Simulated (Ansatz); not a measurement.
Program: Ansatz. Geometries: PBE0-D4/def2-TZVP. ΔE: electronic, gas phase. CCSD(T)/CBS adds triple-zeta CCSD(T) − MP2 to the extrapolated MP2 energy (def2 sets, frozen cores). Functionals use def2-TZVPP. HSE06 is defined as in plane-wave codes. One conformer a species, not always the lowest.

Reaction (cleavage of the B–B bond): `BB1CO1` + `C=CNC` → `BN(C)C=C` + `B1CO1`

**Question.** Is it downhill or uphill in electronic energy at CCSD(T)/CBS, and by how much? (An estimate is asked.)

**Answer.** Ansatz gave: Downhill: ΔE = -39.7 kcal/mol.

**Question.** What do these levels give: B97M-V, HSE06-D4, CAM-B3LYP-D4, PBE-QIDH, r2SCAN0, HSE06, BHLYP, CAM-B3LYP, LC-ωPBE, HF/def2-TZVPP, MP2/def2-TZVPP, CCSD/def2-TZVPP? (Best estimate.)

**Answer.** The calculation gave: B97M-V -35.0, HSE06-D4 -36.3, CAM-B3LYP-D4 -38.5, PBE-QIDH -38.5, r2SCAN0 -37.0, HSE06 -35.6, BHLYP -37.3, CAM-B3LYP -37.8, LC-ωPBE -36.3, HF/def2-TZVPP -35.9, MP2/def2-TZVPP -41.6, CCSD/def2-TZVPP -39.0 kcal/mol.

Largest T1 diagnostic among the species: 0.016.

From r2SCAN to r2SCAN0 (25 % exact exchange), in def2-TZVPP and without D4, ΔE moves by −0.8 kcal/mol. In def2-TZVPP, CCSD(T) changes the Hartree–Fock value by −3.9 kcal/mol (the triples alone add −0.8 kcal/mol) and MP2 by −5.7 kcal/mol. Leaving LDA and LC-ωPBE aside and taking each functional with its dispersion term where it has one, the values, not all of them listed here, spread over 3.8 kcal/mol, from ωB97M-V to B97M-V. LDA lies −4.1 kcal/mol from PBE without D4.
